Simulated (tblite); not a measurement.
C4H6 (SMILES [CH2][C]([CH2])[CH2]), triplet, at a GFN2-xTB geometry; GFN1-xTB in tblite.

The tblite input:
```
$ tblite run mol.xyz --method gfn1 --charge 0 --spin 2 --guess eeq --json tblite.json --no-restart

# file mol.xyz
10

C     -0.58991066     1.27101035    -0.04360530
C      0.00000000     0.00000000     0.00000000
C      1.39621287    -0.12558987    -0.01342081
C     -0.80630221    -1.14542048     0.05702611
H     -1.65764415     1.38590246    -0.03410452
H      0.01229550     2.15913465    -0.08751715
H      1.86508911    -1.09120935     0.01943288
H      2.02915647     0.74092051    -0.05686552
H     -1.87738461    -1.06792530     0.06808427
H     -0.37151232    -2.12682297     0.09097004
```

What the program printed (banner, timings and long lists left out):

```
xTB calculator
 | screened Coulomb repulsion
 | Coulomb electrostatics
 |  * isotropic Klopman-Ohno-Mataga-Nishimoto electrostatics
 |  * onsite third-order electrostatics
 | DFT-D3(BJ) dispersion correction

halogen bonding energy    0.0000000000000E+00 Eh
repulsion energy          2.0093365309391E-01 Eh
dispersion energy        -2.8347641571373E-03 Eh
number of electrons       2.2000000000000E+01 e
integral cutoff           1.9731147476801E+01 bohr

------------------------------------------------------------
  cycle        total energy    energy error   density error
------------------------------------------------------------
      1     -11.51260128111  -1.1710700E+01   6.1275093E-01
      2     -11.53150217230  -1.8900891E-02   3.6769674E-01
      3     -11.53223753241  -7.3536011E-04   3.7030454E-02
      4     -11.53250338299  -2.6585058E-04   1.1727740E-02
      5     -11.53256229201  -5.8909018E-05   6.3596074E-05
      6     -11.53256229378  -1.7714257E-09   4.6890995E-06
------------------------------------------------------------

electronic energy        -1.1730661182715E+01 Eh
total energy             -1.1532562293779E+01 Eh

Post processing:
 | Mayer-Wiberg bond orders

[Info] JSON dump of results written to 'tblite.json'
```
